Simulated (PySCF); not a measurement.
C₅H₁₀SSi.
Z-matrix (Å and degrees, PBE0-D3(BJ)/def2-SVP geometry), rows numbered from 1:
```
C 
C   1  1.4893
C   2  1.3444  1  125.23
C   3  1.4484  2  124.21  1  -179.96
C   4  1.3465  3  123.13  2   179.43
S   5  1.7551  4  129.66  3   179.96
Si  6  2.1498  5  103.73  4    -1.89
H   1  1.1035  2  111.28  3   120.50
H   1  1.1000  2  111.73  3    -0.38
H   1  1.1035  2  111.25  3  -121.23
H   2  1.0980  1  116.65  3   179.98
H   3  1.0975  2  119.07  1     0.00
H   4  1.0968  3  116.28  2    -0.48
H   5  1.0957  4  119.51  3    -0.06
H   7  1.4931  6  111.49  5   -60.16
H   7  1.4894  6  103.62  5  -179.11
H   7  1.4933  6  111.72  5    62.01
```

The closed-shell ground state was solved at several levels (PySCF, density fitting, gas phase, non-relativistic).

```csv
level,basis functions,total energy (Eh),HOMO (eV),LUMO (eV),gap (eV),dipole (D)
wB97X-D/pcSseg-1,183,-884.0854,-7.70,0.87,8.57,1.72
CAM-B3LYP/def2-SVPD,231,-883.7615,-7.14,0.23,7.37,1.53
```

(1) Estimate the row for PBE0/pcSseg-1, a basis of 183 functions; the other rows only guide the guess.

(2) Over all these levels, which gives the widest orbital gap and which the narrowest?

(3) How far do the dipole and the HOMO energy spread over the levels?

## Answers

(1) Total energy -883.6560 Eh, HOMO -6.00 eV, LUMO -0.81 eV, gap 5.19 eV, dipole 1.62 D.

(2) wB97X-D/pcSseg-1 (range-separated hybrid) has the widest, 8.57 eV, and PBE0/pcSseg-1 (global hybrid, 25 % exact exchange) the narrowest, 5.19 eV. The two share the basis. From the narrowest to the widest the HOMO moves by -1.70 eV and the LUMO by +1.68 eV.

(3) The dipole runs from 1.53 to 1.72 D (mean 1.62 D) and the HOMO from -7.70 to -6.00 eV.

One conformer stands for the species.

wB97X-D is run here without its empirical dispersion term; that term would change no orbital, density or response property at a fixed geometry.
